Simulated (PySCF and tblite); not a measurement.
Values are calculated unless marked as measured or tabulated.
System: C₆H₉Si (charge +1), numbered as in [SiH3:1][CH:2]1[CH:3]=[CH:4][CH+:5][CH:6]=[CH:7]1.

Geometries: PBE0-D3(BJ)/def2-SVP; energies: B3LYP/pcSseg-1 + D3(BJ); zero-point and thermal terms from GFN2-xTB harmonic modes (soft modes blended into free rotors). Rate constants are transition-state-theory values, counting equivalent paths, without tunnelling. Programs: tblite and PySCF.

The ion is treated without a counter-ion.

Question: What barrier does the shift of H on C2 from C2 to C3 meet, and how fast is it at 298 K?

Answer: The electronic barrier is 26.4 kcal/mol and ΔG‡(298 K) 23.8 kcal/mol, over a C1 saddle with an imaginary mode of 519i cm⁻¹ (GFN2-xTB). With 2 equivalent paths, k is 4.3×10⁻⁵ s⁻¹, a mean lifetime of the start of 6.5 h against this motion. The end lies 12.7 kcal/mol above the start in free energy.
